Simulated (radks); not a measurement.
Spherical quantum dot in the effective-mass picture: electrons in a hard-walled sphere of radius 7.38, with a point charge +1 (a donor) at the centre, all in effective atomic units (hartree* = m*/eps^2 hartree, bohr* = eps/m* bohr), one dielectric constant everywhere. Method: non-relativistic Kohn-Sham, PBE, spin-polarised, spherical densities; computed with a radial shooting solver with Libxc functionals. Levels are named by radial order and angular momentum (1s, 1p, 1d, 2s, ...), and open shells are averaged over m.

N = 13, configuration 1s2 1p6 1d(up 4, down 0) 2s(up 1, down 0). This is the lowest configuration that the search found. Occupied levels:

| level | occupation | eigenvalue (hartree*) | <r> (bohr*) |
|---|---|---|---|
| 1s up | 1 | 2.0226 | 4.337 |
| 1s down | 1 | 2.0654 | 4.879 |
| 1p up | 3 | 2.0831 | 5.223 |
| 1p down | 3 | 2.1158 | 5.179 |
| 2s up | 1 | 2.1424 | 2.496 |
| 1d up | 4 | 2.1638 | 5.374 |

Energy (hartree*): total 12.9499, kinetic 3.7594, external -3.4003, Hartree 15.347, exchange-correlation -2.7559.
